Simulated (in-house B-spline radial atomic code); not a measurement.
Orbital energies and mean radii along the 6-electron series, configuration [He] 2s2 2p2. The effective charge is n√(-2ε), a non-relativistic measure. Computed with a radial B-spline atomic code at the basis-set limit: non-relativistic Hartree-Fock, average of the configuration, point nuclei.

| ion | Z | energy of 2s (Eh) | mean radius of 2s (bohr) | energy of 1s (Eh) | mean radius of 1s (bohr) | energy of 2p (Eh) | mean radius of 2p (bohr) | effective charge of 2s |
| --- | --- | --- | --- | --- | --- | --- | --- | --- |
| V17+ | 23 | -47.915 | 0.28748 | -232.29 | 0.066593 | -45.997 | 0.24714 | 19.579 |
| Cr18+ | 24 | ? | ? | ? | ? | ? | ? | ? |
| Mn19+ | 25 | -58.228 | 0.26231 | -277.3 | 0.061167 | -56.119 | 0.22485 | 21.583 |
| Fe20+ | 26 | -63.759 | 0.25132 | -301.31 | 0.058772 | -61.555 | 0.21515 | 22.585 |
| Co21+ | 27 | ? | ? | ? | ? | ? | ? | ? |
| Ni22+ | 28 | -75.571 | 0.23187 | -352.32 | 0.054504 | -73.178 | 0.19806 | 24.588 |
| Cu23+ | 29 | -81.853 | 0.22324 | -379.33 | 0.052594 | -79.364 | 0.1905 | 25.589 |

(1) Fill in the row of Cr18+.

(2) Fill in the row of Co21+.

(3) How does the screening of 2s change?

Answers

(1) energy of 2s (Eh): -52.946; mean radius of 2s (bohr): 0.27432; energy of 1s (Eh): -254.3; mean radius of 1s (bohr): 0.063765; energy of 2p (Eh): -50.933; mean radius of 2p (bohr): 0.23547; effective charge of 2s: 20.581.

(2) energy of 2s (Eh): -69.54; mean radius of 2s (bohr): 0.2412; energy of 1s (Eh): -326.32; mean radius of 1s (bohr): 0.056558; energy of 2p (Eh): -67.242; mean radius of 2p (bohr): 0.20625; effective charge of 2s: 23.586.

(3) Z less the effective charge goes from 3.42 at Z = 23 to 3.41 at Z = 29.
